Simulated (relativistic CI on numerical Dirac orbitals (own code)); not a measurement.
## Inner-shell lines of Ho LIII

Method of calculation: Dirac-Coulomb-Breit CI, separate exchange-only KLI orbitals for each configuration, QED by a radiative potential, unscaled Slater integrals (own radial code, finite nucleus).

Configuration list (outside the closed core 1s2 2p6): 2s²3s²3p³, 2s3s²3p⁴, 2s3s²3p³4p, 2s3s3p⁴4p, 2s²3s3p⁴, 2s3s3p⁵. Levels of other configurations are missing.

The table holds the strongest lines. The upper levels have an inner-shell vacancy. Auger decay, open to those above the ionisation limit, is not computed, and radiative decays to configurations outside the model are missing too. Absolute energies can be off by a few tenths of a per cent, so close lines can change order. LS names give the leading component, which can be well under half, for lower levels too. Brackets number the levels in order of energy.

```csv
λ (Å),Upper,Lower,A (s⁻¹),gA (s⁻¹)
1.55304,2s3s²3p⁴ ⁴P5/2 [14],2s²3s²3p³ ²D°5/2 [3],1.47e+14,8.80e+14
1.55187,2s3s²3p⁴ ²D5/2 [19],2s²3s²3p³ ²P°3/2 [8],2.23e+14,1.34e+15
1.55168,2s3s²3p⁴ ²S1/2 [16],2s²3s²3p³ ²P°1/2 [4],3.38e+14,6.76e+14
1.55167,2s3s²3p⁴ ²P3/2 [15],2s²3s²3p³ ²D°5/2 [3],2.85e+14,1.14e+15
1.55085,2s3s²3p⁴ ⁴P5/2 [14],2s²3s²3p³ ⁴S°3/2 [2],1.77e+14,1.06e+15
1.51328,2s3s3p⁵ ²P°3/2 [22],2s²3s3p⁴ ²S1/2 [6],1.67e+14,6.70e+14
1.51105,2s3s²3p⁴ ²D3/2 [20],2s²3s²3p³ ²P°1/2 [4],1.65e+14,6.62e+14
1.51001,2s3s²3p⁴ ²P3/2 [15],2s²3s²3p³ ²P°3/2 [1],4.92e+14,1.97e+15
1.5099,2s3s3p⁵ ⁴P°5/2 [21],2s²3s3p⁴ ⁴P5/2 [5],2.65e+14,1.59e+15
1.50912,2s3s²3p⁴ ²D5/2 [19],2s²3s²3p³ ²D°5/2 [3],2.51e+14,1.51e+15
1.50888,2s3s²3p⁴ ⁴P3/2 [17],2s²3s²3p³ ⁴S°3/2 [2],2.19e+14,8.74e+14
1.50835,2s3s²3p⁴ ²D3/2 [20],2s²3s²3p³ ²D°5/2 [3],3.49e+14,1.40e+15
1.50808,2s3s3p⁵ ²P°3/2 [27],2s²3s3p⁴ ²D5/2 [10],3.82e+14,1.53e+15
1.50778,2s3s²3p⁴ ²P1/2 [18],2s²3s²3p³ ⁴S°3/2 [2],4.07e+14,8.14e+14
1.5069,2s3s3p⁵ ²P°3/2 [22],2s²3s3p⁴ ⁴P5/2 [5],3.51e+14,1.40e+15
1.18953,2s3s3p⁴4p ⁴P°5/2 [84],2s²3s3p⁴ ⁴P5/2 [5],1.30e+14,7.79e+14
1.18877,2s3s3p⁴4p ⁴D°7/2 [85],2s²3s3p⁴ ⁴P5/2 [5],8.42e+13,6.73e+14
1.18856,2s3s²3p³4p ²D5/2 [36],2s²3s²3p³ ²P°3/2 [1],1.44e+14,8.65e+14
1.18805,2s3s²3p³4p ²D5/2 [60],2s²3s²3p³ ²D°5/2 [3],1.12e+14,6.71e+14
1.1879,2s3s²3p³4p ²F7/2 [61],2s²3s²3p³ ²D°5/2 [3],1.05e+14,8.37e+14
```
